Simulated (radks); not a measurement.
Initial-state core-level shifts of the bismuth ion Bi+ when its valence configuration changes from [Hg] 6p2. Calculated with a radial shooting solver on a logarithmic mesh with Libxc functionals: non-relativistic Kohn-Sham, PBEsol, spin-polarised, spherical densities, point nucleus; open shells are filled with parallel spins first (spin-orbit coupling, left out, can overturn this in heavy ions); relativity is left out, which matters for an element this heavy. Shifts are changes of the shell-averaged eigenvalues in eV (positive: less bound); the change of the density at the nucleus, which sets a Mossbauer isomer shift, is in e/bohr^3, on a base of 4.109e+05.

valence                      3p       4s       4p       5p  density at nucleus
[Xe] 4f14 5d8 6s2 6p4   -14.111  -13.795  -13.793  -11.561              +24.37
[Xe] 4f14 5d9 6s2 6p3    -6.915   -6.773   -6.772   -5.732              +12.19
[Xe] 4f14 5d10 6s1 6p3   -0.918   -0.925   -0.925   -0.915              -31.76
[Xe] 4f13 5d9 6s2 6p4   -33.947  -28.626  -28.523  -14.895              +55.47
[Xe] 4f13 5d10 6s2 6p3  -26.604  -21.477  -21.375   -8.947              +43.04
[Xe] 4f12 5d9 6s2 6p5   -61.768  -50.809  -50.609  -24.072             +100.61
[Xe] 4f13 5d10 6s1 6p4  -27.762  -22.637  -22.534  -10.072               +7.36
[Xe] 4f12 5d10 6s2 6p4  -54.280  -43.565  -43.366  -18.165              +87.38
